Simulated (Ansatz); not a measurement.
Method: Ansatz (a quantum-chemistry and plane-wave program) with PBE-D3(BJ)/def2-SVP. No frequencies were computed at this level.

Ansatz 0.2 input:
```yaml
crystal:
  periodic: [false, false, false]
  atoms:
    - { symbol: Zn, position_ang: [-0.861183, 0.162768, 0.30606] }
    - { symbol: N, position_ang: [0.076769, -0.860968, 1.611073] }
    - { symbol: C, position_ang: [-0.31256, -2.249497, 1.737552] }
    - { symbol: C, position_ang: [0.372101, -0.300361, 2.911449] }
    - { symbol: H, position_ang: [0.540745, -2.816114, 2.126019] }
    - { symbol: H, position_ang: [-1.155583, -2.399627, 2.427138] }
    - { symbol: H, position_ang: [-0.572609, -2.654606, 0.75913] }
    - { symbol: H, position_ang: [-0.464262, -0.38903, 3.619236] }
    - { symbol: H, position_ang: [1.226469, -0.838611, 3.336457] }
    - { symbol: H, position_ang: [0.644506, 0.7492, 2.810142] }
    - { symbol: S, position_ang: [-0.426821, 0.713209, -1.858787] }
    - { symbol: H, position_ang: [-1.492889, 1.448403, -2.119857] }
basis:
  gaussian: { orbitals: def2-svp }
hamiltonian:
  xc: pbe
  dispersion: d3bj
relax:
  max_steps: 150
```

Output:

```
Functional definition: PBE
1457 factors; their error is unknown
mean field evaluation 1: about -62887.6736 eV, gradient 8.3e1 eV
mean field evaluation 2: about -62792.9807 eV, gradient 2.0e2 eV
mean field evaluation 4: about -62901.2071 eV, gradient 3.1e1 eV
mean field evaluation 8: about -62903.4994 eV, gradient 8.9e-2 eV
mean field evaluation 16: about -62903.4136 eV, gradient 3.7e-4 eV
mean field -62903.41362037 eV, -2311.6578130836 hartree, gradient 1.3e-5 eV, S^2 0.000000; 0 other end points of the search recorded, 0 dependent functions left out
reference -62903.41366147 eV, -2311.6578145937 hartree; 36, 36 occupied and 90, 90 virtual orbitals, 1457 factors
relax step   1: F+E_penalty+E_count = -62903.66997408 eV  Δ(F+E_penalty+E_count) = +0.000e0 eV  max|allowed force component| = 1.050e0 eV/Å  Δτ_max = 0.0000 Å  (30 SCF iters, accepted)
these checks for a lower state are left out or cut short: starts, cluster_reference, orbital_swaps, neighbouring_geometries, increment
1457 factors; their error is unknown
mean field -62903.66790893 eV, -2311.6671580157 hartree, gradient 2.6e-5 eV, S^2 0.000000; 0 other end points of the search recorded, 0 dependent functions left out
reference -62903.66795013 eV, -2311.6671595299 hartree; 36, 36 occupied and 90, 90 virtual orbitals, 1457 factors
relax step   2: F+E_penalty+E_count = -62903.92054164 eV  Δ(F+E_penalty+E_count) = -2.506e-1 eV  max|allowed force component| = 7.827e-1 eV/Å  Δτ_max = 0.1956 Å  (31 SCF iters, accepted)
these checks for a lower state are left out or cut short: starts, cluster_reference, orbital_swaps, neighbouring_geometries, increment
1457 factors; their error is unknown
mean field evaluation 32: about -62903.8010 eV, gradient 1.6e-5 eV
mean field -62903.80100333 eV, -2311.6720491447 hartree, gradient 2.5e-5 eV, S^2 0.000000; 0 other end points of the search recorded, 0 dependent functions left out
reference -62903.80104468 eV, -2311.6720506642 hartree; 36, 36 occupied and 90, 90 virtual orbitals, 1457 factors
relax step   3: F+E_penalty+E_count = -62904.05301010 eV  Δ(F+E_penalty+E_count) = -1.325e-1 eV  max|allowed force component| = 3.432e-1 eV/Å  Δτ_max = 0.1947 Å  (30 SCF iters, accepted)
these checks for a lower state are left out or cut short: starts, cluster_reference, orbital_swaps, neighbouring_geometries, increment
1457 factors; their error is unknown
mean field -62903.84071369 eV, -2311.6735084735 hartree, gradient 8.0e-6 eV, S^2 0.000000; 0 other end points of the search recorded, 0 dependent functions left out
reference -62903.84075479 eV, -2311.6735099839 hartree; 36, 36 occupied and 90, 90 virtual orbitals, 1457 factors
relax step   4: F+E_penalty+E_count = -62904.09264641 eV  Δ(F+E_penalty+E_count) = -3.964e-2 eV  max|allowed force component| = 4.810e-1 eV/Å  Δτ_max = 0.1985 Å  (31 SCF iters, accepted)
these checks for a lower state are left out or cut short: starts, cluster_reference, orbital_swaps, neighbouring_geometries, increment
1457 factors; their error is unknown
mean field -62903.87004118 eV, -2311.6745862388 hartree, gradient 1.3e-5 eV, S^2 0.000000; 0 other end points of the search recorded, 0 dependent functions left out
reference -62903.87008218 eV, -2311.6745877455 hartree; 36, 36 occupied and 90, 90 virtual orbitals, 1457 factors
relax step   5: F+E_penalty+E_count = -62904.12243061 eV  Δ(F+E_penalty+E_count) = -2.978e-2 eV  max|allowed force component| = 4.456e-1 eV/Å  Δτ_max = 0.1999 Å  (30 SCF iters, accepted)
these checks for a lower state are left out or cut short: starts, cluster_reference, orbital_swaps, neighbouring_geometries, increment
1457 factors; their error is unknown
mean field -62903.87575915 eV, -2311.6747963704 hartree, gradient 2.7e-5 eV, S^2 0.000000; 0 other end points of the search recorded, 0 dependent functions left out
reference -62903.87580033 eV, -2311.6747978836 hartree; 36, 36 occupied and 90, 90 virtual orbitals, 1457 factors
relax step   6: F+E_penalty+E_count = -62904.12791067 eV  Δ(F+E_penalty+E_count) = -5.480e-3 eV  max|allowed force component| = 1.298e-1 eV/Å  Δτ_max = 0.2000 Å  (36 SCF iters, accepted)
these checks for a lower state are left out or cut short: starts, cluster_reference, orbital_swaps, neighbouring_geometries, increment
1457 factors; their error is unknown
mean field -62903.87502456 eV, -2311.6747693748 hartree, gradient 2.6e-5 eV, S^2 0.000000; 0 other end points of the search recorded, 0 dependent functions left out
reference -62903.87506570 eV, -2311.6747708867 hartree; 36, 36 occupied and 90, 90 virtual orbitals, 1457 factors
relax step   7: F+E_penalty+E_count = -62904.12708596 eV  Δ(F+E_penalty+E_count) = +8.247e-4 eV  max|allowed force component| = 1.730e-1 eV/Å  Δτ_max = 0.0388 Å  (30 SCF iters, rejected (line search))
these checks for a lower state are left out or cut short: starts, cluster_reference, orbital_swaps, neighbouring_geometries, increment
1457 factors; their error is unknown
mean field evaluation 64: about -62903.9610 eV, gradient 2.0e-3 eV
mean field -62903.87823177 eV, -2311.6748872374 hartree, gradient 2.6e-5 eV, S^2 0.000000; 0 other end points of the search recorded, 0 dependent functions left out
reference -62903.87827291 eV, -2311.6748887492 hartree; 36, 36 occupied and 90, 90 virtual orbitals, 1457 factors
relax step   8: F+E_penalty+E_count = -62904.13056904 eV  Δ(F+E_penalty+E_count) = -2.658e-3 eV  max|allowed force component| = 5.110e-2 eV/Å  Δτ_max = 0.0185 Å  (31 SCF iters, accepted)
these checks for a lower state are left out or cut short: starts, cluster_reference, orbital_swaps, neighbouring_geometries, increment
1457 factors; their error is unknown
mean field -62903.88065004 eV, -2311.6749761074 hartree, gradient 6.7e-6 eV, S^2 0.000000; 0 other end points of the search recorded, 0 dependent functions left out
reference -62903.88069116 eV, -2311.6749776184 hartree; 36, 36 occupied and 90, 90 virtual orbitals, 1457 factors
relax step   9: F+E_penalty+E_count = -62904.13312622 eV  Δ(F+E_penalty+E_count) = -2.557e-3 eV  max|allowed force component| = 1.095e-2 eV/Å  Δτ_max = 0.0910 Å  (31 SCF iters, accepted)
these checks for a lower state are left out or cut short: starts, cluster_reference, orbital_swaps, neighbouring_geometries, increment
1457 factors; their error is unknown
mean field -62903.87316549 eV, -2311.6747010550 hartree, gradient 1.3e-5 eV, S^2 0.000000; 0 other end points of the search recorded, 0 dependent functions left out
reference -62903.87320656 eV, -2311.6747025643 hartree; 36, 36 occupied and 90, 90 virtual orbitals, 1457 factors
relax step  10: F+E_penalty+E_count = -62904.12558772 eV  Δ(F+E_penalty+E_count) = +7.538e-3 eV  max|allowed force component| = 4.856e-1 eV/Å  Δτ_max = 0.1466 Å  (31 SCF iters, rejected (line search))
these checks for a lower state are left out or cut short: starts, cluster_reference, orbital_swaps, neighbouring_geometries, increment
1457 factors; their error is unknown
mean field -62903.88108090 eV, -2311.6749919412 hartree, gradient 2.7e-5 eV, S^2 0.000000; 0 other end points of the search recorded, 0 dependent functions left out
reference -62903.88112204 eV, -2311.6749934528 hartree; 36, 36 occupied and 90, 90 virtual orbitals, 1457 factors
relax step  11: F+E_penalty+E_count = -62904.13357471 eV  Δ(F+E_penalty+E_count) = -4.485e-4 eV  max|allowed force component| = 9.937e-3 eV/Å  Δτ_max = 0.0465 Å  (30 SCF iters, accepted)
these checks for a lower state are left out or cut short: starts, cluster_reference, orbital_swaps, neighbouring_geometries, increment
1457 factors; their error is unknown
mean field evaluation 96: about -62903.8812 eV, gradient 2.7e-5 eV
mean field -62903.88119579 eV, -2311.6749961633 hartree, gradient 2.7e-5 eV, S^2 0.000000; 0 other end points of the search recorded, 0 dependent functions left out
reference -62903.88123693 eV, -2311.6749976750 hartree; 36, 36 occupied and 90, 90 virtual orbitals, 1457 factors
relax step  12: F+E_penalty+E_count = -62904.13367119 eV  Δ(F+E_penalty+E_count) = -9.647e-5 eV  max|allowed force component| = 3.364e-2 eV/Å  Δτ_max = 0.0390 Å  (31 SCF iters, accepted)
these checks for a lower state are left out or cut short: starts, cluster_reference, orbital_swaps, neighbouring_geometries, increment
1457 factors; their error is unknown
mean field -62903.87986638 eV, -2311.6749473084 hartree, gradient 2.6e-5 eV, S^2 0.000000; 0 other end points of the search recorded, 0 dependent functions left out
reference -62903.87990753 eV, -2311.6749488206 hartree; 36, 36 occupied and 90, 90 virtual orbitals, 1457 factors
relax step  13: F+E_penalty+E_count = -62904.13214465 eV  Δ(F+E_penalty+E_count) = +1.527e-3 eV  max|allowed force component| = 2.250e-1 eV/Å  Δτ_max = 0.0092 Å  (32 SCF iters, rejected (line search))
these checks for a lower state are left out or cut short: starts, cluster_reference, orbital_swaps, neighbouring_geometries, increment
1457 factors; their error is unknown
mean field -62903.88124447 eV, -2311.6749979523 hartree, gradient 2.1e-5 eV, S^2 0.000000; 0 other end points of the search recorded, 0 dependent functions left out
reference -62903.88128561 eV, -2311.6749994640 hartree; 36, 36 occupied and 90, 90 virtual orbitals, 1457 factors
relax step  14: F+E_penalty+E_count = -62904.13372015 eV  Δ(F+E_penalty+E_count) = -4.896e-5 eV  max|allowed force component| = 1.108e-2 eV/Å  Δτ_max = 0.0046 Å  (23 SCF iters, accepted)
these checks for a lower state are left out or cut short: starts, cluster_reference, orbital_swaps, neighbouring_geometries, increment
1457 factors; their error is unknown
mean field -62903.88126031 eV, -2311.6749985344 hartree, gradient 2.3e-5 eV, S^2 0.000000; 0 other end points of the search recorded, 0 dependent functions left out
reference -62903.88130145 eV, -2311.6750000462 hartree; 36, 36 occupied and 90, 90 virtual orbitals, 1457 factors
relax step  15: F+E_penalty+E_count = -62904.13373793 eV  Δ(F+E_penalty+E_count) = -1.779e-5 eV  max|allowed force component| = 8.562e-4 eV/Å  Δτ_max = 0.0049 Å  (23 SCF iters, accepted)
1457 factors; their error is unknown
mean field evaluation 128: about -62903.8813 eV, gradient 4.8e-2 eV
mean field -62903.88126031 eV, -2311.6749985344 hartree, gradient 2.3e-5 eV, S^2 0.000000; 1 other end points of the search recorded, 0 dependent functions left out
reference -62903.88130145 eV, -2311.6750000462 hartree; 36, 36 occupied and 90, 90 virtual orbitals, 1457 factors
Total energy: -62904.13377907 eV, -2311.6842784275 hartree
Atom 0 at    -0.238584    -0.018975     0.027866 Å, force    -0.000249    -0.000343     0.000856 eV/Å
Atom 1 at     0.019961    -0.918563     1.589050 Å, force    -0.000014    -0.000143    -0.000162 eV/Å
Atom 2 at    -0.347506    -2.304615     1.755121 Å, force     0.000122    -0.000182     0.000095 eV/Å
Atom 3 at     0.329222    -0.249573     2.830188 Å, force    -0.000033    -0.000079    -0.000321 eV/Å
Atom 4 at     0.472127    -2.896439     2.237857 Å, force    -0.000021     0.000064     0.000232 eV/Å
Atom 5 at    -1.255322    -2.448676     2.398720 Å, force    -0.000048     0.000009     0.000019 eV/Å
Atom 6 at    -0.560410    -2.788030     0.778770 Å, force     0.000149    -0.000331     0.000078 eV/Å
Atom 7 at    -0.528083    -0.239413     3.554102 Å, force    -0.000049     0.000202    -0.000242 eV/Å
Atom 8 at     1.181514    -0.741459     3.365678 Å, force    -0.000076     0.000094    -0.000142 eV/Å
Atom 9 at     0.624061     0.806938     2.659625 Å, force     0.000018     0.000009    -0.000338 eV/Å
Atom 10 at    -0.406101     1.023873    -1.872427 Å, force     0.000479     0.000443    -0.000265 eV/Å
Atom 11 at    -1.716195     1.339699    -1.658940 Å, force    -0.000277     0.000256     0.000190 eV/Å
Dipole moment:    -0.177561    -0.063438     0.234279 e Å
```

Cost: about 70 core-seconds (a rough figure).
